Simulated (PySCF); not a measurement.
A species of formula Si5H12 has this rotational fingerprint, computed with PBE0-D3(BJ)/def2-SVP geometry optimisation, gas phase (PySCF 2.14.0):

```
Rotational constants : A = 1628, B = 880.3, C = 637.9 MHz
Dipole components    : |μa| = 0.02 D, |μb| = 0.09 D, |μc| = 0.02 D
Inertial defect      : -92.28 u·Å²
κ                    : -0.51
```

Problem. Which candidate fits, each taken in the one conformer that was computed?
A. `[SiH3:1][SiH2:2][SiH2:3][SiH2:4][SiH3:5]` with Si1–Si2–Si3–Si4 87°, Si2–Si3–Si4–Si5 -49°
B. `[SiH3:1][SiH2:2][SiH:3]([SiH3:4])[SiH3:5]` with Si1–Si2–Si3–Si4 -178°
C. `[SiH3][Si]([SiH3])([SiH3])[SiH3]`

Solution. A. It is [SiH3][SiH2][SiH2][SiH2][SiH3], an asymmetric top, point group C1. The candidates at the same level (rigid rotor, commonest isotopes):

```tsv
SMILES	A (MHz)	B (MHz)	C (MHz)	μa (D)	μb (D)	μc (D)	Δ (u·Å²)	point group	rotor
[SiH3][SiH2][SiH2][SiH2][SiH3]	1628	880.3	637.9	0.02	0.09	0.02	-92.28	C1	asymmetric top
[SiH3][Si]([SiH3])([SiH3])[SiH3]	1033	1029	1025	0.02	0.00	0.01	-487.02	–	–
[SiH3][SiH2][SiH]([SiH3])[SiH3]	1831	784.0	589.9	0.00	0.06	0.07	-63.90	C1	asymmetric top
```

`[SiH3][Si]([SiH3])([SiH3])[SiH3]` has C 61 % too high; `[SiH3][SiH2][SiH]([SiH3])[SiH3]` has A 12 % too high. No structure here is proved a minimum.
